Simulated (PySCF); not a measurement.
A mixed set of molecules. Computed with PySCF, TDDFT PBE0/def2-SVPD, vertical, gas phase, core orbitals frozen in the response. Geometries: GFN2-xTB; one conformer of each isolated species. Triplets are in the Tamm–Dancoff approximation.

Task: Rank by computed lowest singlet excitation energy, lowest first.
A. `CO[Si@@H](P)O[SiH3]`
B. `C=C([SiH3])/C=C/OC(F)F`
C. `CC#CC`
D. `N[SiH2]N`

Result: B (5.58 eV), A (6.21 eV), D (6.44 eV), C (6.69 eV).

```
                SMILES  S1 (eV)  first f ≥ 0.01 (nm)  gap (eV)  T1 (eV)  LUMO (eV)       S1 mainly
C=C([SiH3])/C=C/OC(F)F     5.58                  222      5.84     3.20      -1.16       H→L (94%)
   CO[Si@@H](P)O[SiH3]     6.21                  200      7.28     5.56      -0.13       H→L (88%)
              N[SiH2]N     6.44                  192      7.79     6.14       0.50       H→L (93%)
                 CC#CC     6.69                    –      7.93     5.50       0.79  H-1/H→L (≥94%)
```

H and L stand for HOMO and LUMO; a dash means that no computed state gives the value. A slash joins orbitals within 0.01 eV of each other, whose weights are summed (≥ marks a lower bound).

Mean S1 by what the SMILES shows (count): single bonds only 6.33 eV (2); a double or triple bond but no aromatic ring 6.14 eV (2).
